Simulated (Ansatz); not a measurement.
The cluster ZnF₂⁺. Total charge 1; doublet. Geometry B3LYP-D4/def2-TZVP.

Cartesian coordinates in Å:
```
Zn -0.0002 -0.0001 0.0003
F -0.2894 -1.4947 -0.9204
F 0.2897 1.4948 0.9202
```

The 6-31G sets use Cartesian d functions. The structure comes from a short search, and lower isomers may exist.

(1) Estimate the α-spin orbital energies around the gap (eV) in Ansatz with HF/6-31G, PBE-D4/def2-TZVP, BLYP-D4/def2-TZVP, r2SCAN0-D4/def2-TZVP, BHLYP-D4/def2-TZVP.

Results:

(1) 
```json
{"orbital": "HOMO−9", "HF/6-31G": "-33.05", "PBE-D4/def2-TZVP": "-21.78", "BLYP-D4/def2-TZVP": "-21.74", "r2SCAN0-D4/def2-TZVP": "-24.89", "BHLYP-D4/def2-TZVP": "-27.38"}
{"orbital": "HOMO−8", "HF/6-31G": "-32.01", "PBE-D4/def2-TZVP": "-21.50", "BLYP-D4/def2-TZVP": "-21.47", "r2SCAN0-D4/def2-TZVP": "-24.64", "BHLYP-D4/def2-TZVP": "-27.20"}
{"orbital": "HOMO−7", "HF/6-31G": "-31.19", "PBE-D4/def2-TZVP": "-21.34", "BLYP-D4/def2-TZVP": "-21.30", "r2SCAN0-D4/def2-TZVP": "-24.51", "BHLYP-D4/def2-TZVP": "-27.06"}
{"orbital": "HOMO−6", "HF/6-31G": "-31.19", "PBE-D4/def2-TZVP": "-21.34", "BLYP-D4/def2-TZVP": "-21.30", "r2SCAN0-D4/def2-TZVP": "-24.51", "BHLYP-D4/def2-TZVP": "-27.06"}
{"orbital": "HOMO−5", "HF/6-31G": "-30.99", "PBE-D4/def2-TZVP": "-18.88", "BLYP-D4/def2-TZVP": "-18.84", "r2SCAN0-D4/def2-TZVP": "-21.79", "BHLYP-D4/def2-TZVP": "-23.71"}
{"orbital": "HOMO−4", "HF/6-31G": "-30.34", "PBE-D4/def2-TZVP": "-18.75", "BLYP-D4/def2-TZVP": "-18.71", "r2SCAN0-D4/def2-TZVP": "-21.28", "BHLYP-D4/def2-TZVP": "-23.24"}
{"orbital": "HOMO−3", "HF/6-31G": "-29.42", "PBE-D4/def2-TZVP": "-18.35", "BLYP-D4/def2-TZVP": "-18.31", "r2SCAN0-D4/def2-TZVP": "-21.13", "BHLYP-D4/def2-TZVP": "-22.91"}
{"orbital": "HOMO−2", "HF/6-31G": "-20.59", "PBE-D4/def2-TZVP": "-18.26", "BLYP-D4/def2-TZVP": "-18.26", "r2SCAN0-D4/def2-TZVP": "-20.55", "BHLYP-D4/def2-TZVP": "-22.41"}
{"orbital": "HOMO−1", "HF/6-31G": "-20.57", "PBE-D4/def2-TZVP": "-17.77", "BLYP-D4/def2-TZVP": "-17.76", "r2SCAN0-D4/def2-TZVP": "-20.41", "BHLYP-D4/def2-TZVP": "-22.34"}
{"orbital": "HOMO", "HF/6-31G": "-20.56", "PBE-D4/def2-TZVP": "-17.29", "BLYP-D4/def2-TZVP": "-17.28", "r2SCAN0-D4/def2-TZVP": "-19.96", "BHLYP-D4/def2-TZVP": "-21.92"}
{"orbital": "LUMO", "HF/6-31G": "-6.03", "PBE-D4/def2-TZVP": "-10.62", "BLYP-D4/def2-TZVP": "-10.72", "r2SCAN0-D4/def2-TZVP": "-9.20", "BHLYP-D4/def2-TZVP": "-8.56"}
{"orbital": "LUMO+1", "HF/6-31G": "-3.74", "PBE-D4/def2-TZVP": "-7.43", "BLYP-D4/def2-TZVP": "-7.55", "r2SCAN0-D4/def2-TZVP": "-6.17", "BHLYP-D4/def2-TZVP": "-5.87"}
{"orbital": "LUMO+2", "HF/6-31G": "-3.62", "PBE-D4/def2-TZVP": "-7.28", "BLYP-D4/def2-TZVP": "-7.40", "r2SCAN0-D4/def2-TZVP": "-6.04", "BHLYP-D4/def2-TZVP": "-5.74"}
{"orbital": "LUMO+3", "HF/6-31G": "-0.90", "PBE-D4/def2-TZVP": "-4.13", "BLYP-D4/def2-TZVP": "-4.27", "r2SCAN0-D4/def2-TZVP": "-2.82", "BHLYP-D4/def2-TZVP": "-2.94"}
{"orbital": "LUMO+4", "HF/6-31G": "1.25", "PBE-D4/def2-TZVP": "-2.50", "BLYP-D4/def2-TZVP": "-2.65", "r2SCAN0-D4/def2-TZVP": "-1.20", "BHLYP-D4/def2-TZVP": "-1.16"}
{"orbital": "LUMO+5", "HF/6-31G": "2.35", "PBE-D4/def2-TZVP": "-0.96", "BLYP-D4/def2-TZVP": "-1.12", "r2SCAN0-D4/def2-TZVP": "0.02", "BHLYP-D4/def2-TZVP": "0.11"}
{"orbital": "β HOMO", "HF/6-31G": "-20.51", "PBE-D4/def2-TZVP": "-16.95", "BLYP-D4/def2-TZVP": "-16.94", "r2SCAN0-D4/def2-TZVP": "-17.29", "BHLYP-D4/def2-TZVP": "-17.51"}
{"orbital": "β LUMO", "HF/6-31G": "-9.32", "PBE-D4/def2-TZVP": "-16.74", "BLYP-D4/def2-TZVP": "-16.70", "r2SCAN0-D4/def2-TZVP": "-15.72", "BHLYP-D4/def2-TZVP": "-14.86"}
```
